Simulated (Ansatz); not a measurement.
**One elementary step**

Start structure (SiHF3, singlet), relaxed at PBE0-D4/def2-TZVP:

| atom | x (Å) | y (Å) | z (Å) |
| --- | --- | --- | --- |
| Si1 | 0.3418 | -1.1323 | -0.0009 |
| F2 | 1.5183 | -0.4707 | -0.8678 |
| F3 | -0.8345 | -1.1832 | -1.0904 |
| H4 | -0.5770 | 1.4767 | 1.4292 |
| F5 | -0.4486 | 1.3095 | 0.5299 |

The step: SiF₂ + HF → SiHF₃ ([F][SiH]([F])[F]); bonds formed: Si1–H4, Si1–F5; bonds broken: H4–F5. Program: Ansatz 0.2.0. Basis: def2-TZVPP and def2-QZVPP. Cores are frozen in the correlated methods. Extrapolation: Hartree–Fock as exp(−7.88 √X), correlation as X^−2.97. Energies below are by CCSD(T) at an estimated basis limit (MP2 extrapolated from triple and quadruple zeta, plus CCSD(T) − MP2 in triple zeta).

**Question.** What are the electronic barrier and the energy of the step, from the start structure to the end structure? (To be estimated.)

**Answer.** The calculation gives: Barrier 95.2 kJ/mol; step energy -293.2 kJ/mol (downhill); reverse barrier, their difference, 388.4 kJ/mol. Barrier and step energy count from the start structure, the reverse barrier from the end structure.

The saddle point: One imaginary mode of 1284i cm⁻¹.
| pair | start (Å) | saddle (Å) | end (Å) |
| --- | --- | --- | --- |
| Si1–H4 | 3.11 | 1.65 | 1.46 |
| Si1–F5 | 2.62 | 1.89 | 1.57 |
| H4–F5 | 0.92 | 1.17 | 2.50 |

Zero-point energy (harmonic, PBE0-D4): ZPE is 40.5 kJ/mol at the start and 34.4 kJ/mol at the saddle, so the barrier goes from 95.2 to 89.1 kJ/mol.

No T1 diagnostic of these runs exceeds 0.015. The restricted Hartree–Fock reference is unstable towards an unrestricted one at one or more of these structures. The start structure is not quite a true minimum (one mode of 59i cm⁻¹).

Losses and insertions of silylenes and their heavier kin drive the gas-phase chemistry of silicon and germanium vapour deposition.

Labels in which every atom is bracketed show which atoms are joined, not bond orders.

For scale, one of the runs: CCSD(T)/def2-TZVPP, 149 basis functions (an equivalent command: `ansatz run in.yaml --threads 2`). Time: 11 s of wall clock on 2 CPU threads; the host was shared. Peak host memory: 1.1 GiB.
